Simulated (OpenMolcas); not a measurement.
**Cr3+ in Cs2NaYF6**

Cr3+ with its 6 nearest fluoride ions at 2.014 Å, on the Y site of Cs2NaYF6 (a = 9.075 Å, distance in the model lattice 2.178 Å). The rest of the host is ab initio model potentials to 7.6 Å, with orthogonalisation functions on the cations behind the ligands, and point charges beyond; the distance is set by hand and nothing relaxes. Ligand basis ANO-RCC-VDZP.
```
Cr    0.0000    0.0000    0.0000
F     2.0140    0.0000    0.0000
F     0.0000    2.0140    0.0000
F    -2.0140    0.0000    0.0000
F     0.0000   -2.0140    0.0000
F     0.0000    0.0000    2.0140
F     0.0000    0.0000   -2.0140
```

- Program: OpenMolcas
- Method: SS-CASPT2, IPEA 0.25 Eh, imaginary shift 0.1 Eh (closed shells correlated: 3s 3p and the ligand valence shells)
- Basis: ANO-RCC-VTZP [6s5p3d2f1g]
- Scalar Hamiltonian: DKH2, point nucleus
- Active space: 3 electrons in 5 orbitals (3d)
- State averaging: 2S+1 = 4 even, 10 roots; 2S+1 = 2 even, 40 roots
- Spin-orbit coupling: RASSI with atomic mean-field integrals over the reference wave functions

The lowest spin-free states (labels of O, the rotations of Oh), above the lowest:

| State | Degeneracy | E (cm-1) | Free-ion L (%) |
| --- | --- | --- | --- |
| 4A2 | 1 | 0 | F (100) |
| 4T2 | 3 | 13230 | F (100) |
| 2E | 2 | 14770 | G (60) |
| 2T1 | 3 | 15740 | G (44) |
| 4T1 | 3 | 19530 | F (87) |
| 2T2 | 3 | 21270 | D (43) |
| 2A1 | 1 | 24350 | G (100) |
| 2T2 | 3 | 27810 | H (52) |
| 2T1 | 3 | 28800 | H (54) |
| 2E | 2 | 29830 | H (50) |
| 4T1 | 3 | 30310 | P (87) |
| 2T1 | 3 | 33490 | P (48) |
| 2T2 | 3 | 41500 | D (57) |
| 2A2 | 1 | 41730 | F (100) |
| 2T1 | 3 | 42450 | H (67) |
| 2T2 | 3 | 43260 | F (81) |
| 2E | 2 | 50340 | D (42) |
| 2T1 | 3 | 50590 | F (84) |
| 2E | 2 | 64590 | D (94) |
| 2T2 | 3 | 68520 | D (93) |

The lowest levels with spin-orbit coupling:

```
E (cm-1)  Degeneracy  Label  2S+1               g
       0           4     Γ8     4                
   13130           2     Γ7     4  2.91 2.91 2.91
   13170           4     Γ8     4                
   13240           4     Γ8     4                
   13300           2     Γ6     4  2.39 2.39 2.39
   14820           4     Γ8     2                
   15700           4     Γ8     2                
   15840           2     Γ6     2  0.48 0.48 0.48
   19350           2     Γ7     4  1.20 1.20 1.20
   19390           4     Γ8     4                
   19670           4     Γ8     4                
   19790           2     Γ6     4  4.07 4.07 4.07
   21280           4     Γ8     2                
   21380           2     Γ7     2  0.91 0.91 0.91
   24390           2     Γ6     2  2.20 2.20 2.20
   27800           2     Γ7     2  0.79 0.79 0.79
   27830           4     Γ8     2                
   28600           2     Γ6     2  0.12 0.12 0.12
   28850           4     Γ8     2                
   29800           4     Γ8     2
```

Powder χT (cm3 K/mol): 1.79 at 2 K, 1.79 at 10 K, 1.8 at 50 K, 1.8 at 100 K, 1.81 at 200 K, 1.83 at 300 K. The effective moment at 300 K is 2.828 √(χT) = 3.82 μB.

The lowest level has 2S+1 = 4, for which the spin-only value is χT = S(S+1) / 2 = 1.875 cm3 K/mol (g = 2). The computed 1.827 at 300 K differs by -0.048, through orbital momentum, spin-orbit coupling and any other state in reach.

Roots that are degenerate in the reference are averaged as groups; the widest CASPT2 spread within a group is 200 cm-1 (the 3-fold group of multiplicity 2 near 27800 cm-1 above the lowest state of its run). Shifts and gaps below about the spread of the groups concerned are not significant. Over all roots computed the reference weight is 0.72 to 0.73; a low but even weight reflects the number of correlated electrons. Ligand-to-metal charge-transfer states are missing. These CASPT2 states fit no ligand-field parameters well, so their order and spin gaps are uncertain. With no ligand orbital active B as a rule stays too high, so bands that hang on it stand too high and its fall with covalency is understated. With one d shell and no ligand orbital active, 10Dq can be off by a tenth or more. Free-ion shares, where given, are those of the reference states; single-state CASPT2 does not remix them. No measured value stands beside these numbers; the geometry was set by hand and not optimised.

The CASPT2 steps took 4.9 min on 1 thread of Arm Neoverse V1, on a shared host; the integral step is not counted.
